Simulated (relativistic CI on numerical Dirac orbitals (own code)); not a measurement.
One change at a time: Eu53+

Base calculation: Dirac-Coulomb-Breit CI, orbitals from a KLI potential per configuration, a model potential for QED, unscaled Slater integrals.

Configurations in the expansion (outside the closed core 1s2): 2s2 2p6, 2s2 2p5 3s, 2s2 2p5 3p, 2s2 2p5 3d, 2s 2p6 3s, 2s 2p6 3p, 2s 2p6 3d, 2s2 2p5 4s, 2s2 2p5 4p, 2s2 2p5 4d, 2s2 2p5 4f, 2s 2p6 4s, 2s2 2p4 3s2, 2s 2p6 4p, 2s2 2p4 3s 3p, 2s 2p6 4d, 2s2 2p5 5s, 2s 2p6 4f, 2s2 2p5 5p, 2s2 2p5 5d, 2s2 2p5 5f, 2s2 2p5 5g, 2s2 2p4 3s 3d, 2s2 2p4 3p2, 2s2 2p4 3p 3d, 2s 2p5 3s2, 2s2 2p4 3d2, 2s 2p5 3s 3p, 2s 2p5 3s 3d, 2s 2p5 3p2, 2s 2p6 5s, 2s 2p6 5p, 2s 2p6 5d, 2s 2p5 3p 3d, 2s 2p6 5f, 2s 2p6 5g. Levels of other configurations are missing.

The lowest level and the first level of each name with at least 55 % of one term (blank where a level has no safe partner in the second run):

| Level | Base (eV) | Shift (eV) |
| --- | --- | --- |
| 2s2 2p6 1S_0 | 0.00 | 0.00 |
| 2s2 2p5 3s 3P°_2 | 5897.80 | -0.03 |
| 2s2 2p5 3s 1P°_1 | 5904.62 | +0.09 |
| 2s2 2p5 3p 3D_3 | 6192.75 | -0.30 |
| 2s2 2p5 3p 1P_1 | 6192.86 | +0.20 |
| 2s2 2p5 3p 3P_2 | 6203.08 | -0.37 |
| 2s2 2p5 3p 1S_0 | 6248.15 | +0.65 |
| 2s2 2p5 3d 3P°_0 | 6322.81 | -0.32 |
| 2s2 2p5 3d 3P°_1 | 6330.61 | -0.52 |
| 2s2 2p5 3d 3D°_2 | 6339.01 | -0.77 |
| 2s2 2p5 3d 3F°_4 | 6370.80 | -0.81 |
| 2s2 2p5 3d 3D°_3 | 6384.64 | -0.83 |
| 2s2 2p5 3d 1P°_1 | 6409.47 | +0.07 |
| 2s2 2p5 3s 3P°_0 | 6564.20 | +0.28 |
| 2s2 2p5 3s 3P°_1 | 6567.49 | -0.23 |
| 2s2 2p5 3p 3D_1 | 6678.70 | -0.07 |
| 2s2 2p5 3p 3P_0 | 6717.14 | +0.76 |
| 2s 2p6 3s 3S_1 | 6950.95 | -4.36 |
| 2s 2p6 3s 1S_0 | 6973.36 | +0.11 |
| 2s2 2p5 3d 3F°_2 | 6998.71 | -0.82 |
| 2s 2p6 3p 3P°_0 | 7065.96 | -1.19 |
| 2s 2p6 3p 3P°_1 | 7069.69 | -3.25 |

At this charge energies of transitions that change n are usually good to better than 1 %, and those within a shell (Δn = 0) to a few per cent.

Q: One thing was changed in a second run, which moved the levels as shown. Which?
A. Breit term removed
B. QED terms removed
C. configuration mixing switched off
D. P86 correlation estimate

A: C. Configuration mixing switched off. Without mixing, levels that were pushed by configurations of the same parity and J return to their single-configuration places.

LS names give the leading component of a level, which can be under half, so a name can repeat, a term be missing and a line seem to break the LS rules.
